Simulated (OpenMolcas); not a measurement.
## Cl III: effect of the basis set

```yaml
Program: OpenMolcas
Method: CASSCF
Active_space: 3 electrons in 3 orbitals (3p)
State_averaging: 2S+1 = 4 odd, 1 root; 2S+1 = 2 odd, 8 roots
Spin-orbit_coupling: RASSI with atomic mean-field integrals over the reference wave functions, term energies averaged over their components
```

A. ANO-RCC-VDZP [4s3p1d], DKH2, point nucleus; cost roughly 2.5 core-seconds
B. ANO-L-VTZP [5s4p2d1f], non-relativistic, point nucleus; cost about 4 core-seconds
C. ANO-RCC-VTZP [5s4p2d1f], DKH2, point nucleus; cost of the order of 1.8 core-seconds
D. ANO-R2 [5s4p3d1f], X2C, finite nucleus; cost of the order of 2.6 core-seconds
E. ANO-RCC-VQZP [6s5p3d2f1g], DKH2, point nucleus; cost of the order of 3 core-seconds
F. ANO-R3 [6s5p4d3f1g], X2C, finite nucleus; cost about 2.8 core-seconds

Energies in cm-1 above 3s2 3p3 4S* 3/2, the measured ground level; measured values from Moore, Atomic Energy Levels, vol. I, NSRDS-NBS 35 (1971 reprint of NBS Circular 467, 1949).

```tsv
Level	A	B	C	D	E	F	Measured
3s2 3p3 4S* 3/2	0.0	0.0	0.0	0.0	0.0	0.0	0.0
3s2 3p3 2D* 3/2	22602	22647	22632	22719	22761	22731	18053
3s2 3p3 2D* 5/2	22645	22690	22676	22762	22804	22774	18120
3s2 3p3 2P* 1/2	37621	37688	37666	37787	37843	37810	29812
3s2 3p3 2P* 3/2	37678	37745	37724	37845	37899	37867	29907
```

Deviations, from unrounded energies. A percentage is the sum of absolute deviations over the sum of measured energies, with the sign that they share, or ± where signs differ.

```json
{"Against measurement": "mean absolute deviation (cm-1)", "Levels": "4", "A": "6200", "B": "6200", "C": "6200", "D": "6300", "E": "6400", "F": "6300"}
{"Against measurement": "other terms of the ground configuration (%)", "Levels": "4", "A": "+25.7", "B": "+25.9", "C": "+25.9", "D": "+26.3", "E": "+26.5", "F": "+26.4"}
```

A, B, C, D, E, F lie about equally close to measurement. The largest miss of A in the table is 3s2 3p3 2P* 1/2, by +7800 cm-1. The ranking rests on the paired levels alone, and a cruder setting can come out closer through cancelling errors.

Among A to F the level of the table that moves most is 3s2 3p3 2P* 1/2, by 220 cm-1 (lowest in A, highest in E).

With the s shell closed, the reference lacks s² → p² mixing. Measured partners are found by configuration, term and J. A level has none where our copy of the source lacks it or the pairing is in doubt (some pairs that miss far off the trend of their configuration count as doubtful), and it then counts in no deviation. Only configurations of the active space appear.

* marks odd parity.
